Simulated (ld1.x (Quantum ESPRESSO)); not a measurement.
## What one change does to a pseudopotential (Ti (Z = 22), TM)

ld1.x (Quantum ESPRESSO) 7.5 input, shortened:

```
&input
   title='Ti', zed=22., rel=2, dft='REVPBE', iswitch=3,
   config='[Ar] 3d2 4s2 4p0', rel_dist='average'
 /
 &inputp
   pseudotype=2, tm=.true., lloc=0,
   nlcc=.false.
 /
3
4P  2  1   0.00   0.00  3.35  3.35  0.0
3D  3  2   2.00   0.00  2.60  2.60  0.0
4S  1  0   2.00   0.00  2.05  2.05  0.0
 &test
   configts(1)='3d2 4s2 4p0'
 /
```

Open shells are filled in proportion to 2j + 1 (rel_dist='average').

Change: wave 3d (bound): rc 2.60 bohr becomes 3d (bound): rc 3.40 bohr.

Cutoffs: the cutoffs (Ry, on a coarse ladder) from which the occupation-weighted sum of valence levels, in a spherical-Bessel basis at the reference potential, stays within 10 and 1 mRy of its value at 400 Ry; they do not see the model core or the augmentation charge, which bear on the density cutoff. Errors are all-electron minus pseudo energies relative to the spin-unpolarised reference configuration.

Predict the effect on cutoff, ghosts and configuration errors.

The potential gets softer (35 Ry and 45 Ry → 25 Ry and 40 Ry); of the 7 tests that both files solve, the error grows in 5 and shrinks in 1 by more than 15 % and 0.3 meV (median size 41.6 → 152.6 meV); neither file shows a bound ghost. A larger radius leaves more room for a smooth pseudo-wave, so fewer plane waves are needed.

| quantity | base | changed |
| --- | --- | --- |
| cutoff, loose | 35 Ry | 25 Ry |
| cutoff, tight | 45 Ry | 40 Ry |
| loose cutoff by channel (10 mRy a level) | d 35 Ry, s 12 Ry | d 21 Ry, s 12 Ry |
| bound ghosts | none | none |
| error for 3d2 4s1 4p0, meV [ΔE 7.28 eV] | +9.3 | +18 |
| error for 3d2 4s0 4p0, meV [ΔE 20.71 eV] | +200 | +153 |
| error for 3d1 4s0 4p0, meV [ΔE 47.57 eV] | +414 | +828 |
| error for 3d2 4s1.5 4p0, meV [ΔE 2.91 eV] | +0.9 | +3.1 |
| error for 3d2 4s0 4p2, meV [ΔE 6.21 eV] | +27 | +28 |
| error for 3d3 4s1 4p0, meV [ΔE 1.11 eV] | +42 | +229 |
| error for 3d3 4s0 4p0, meV [ΔE 7.29 eV] | +173 | +486 |
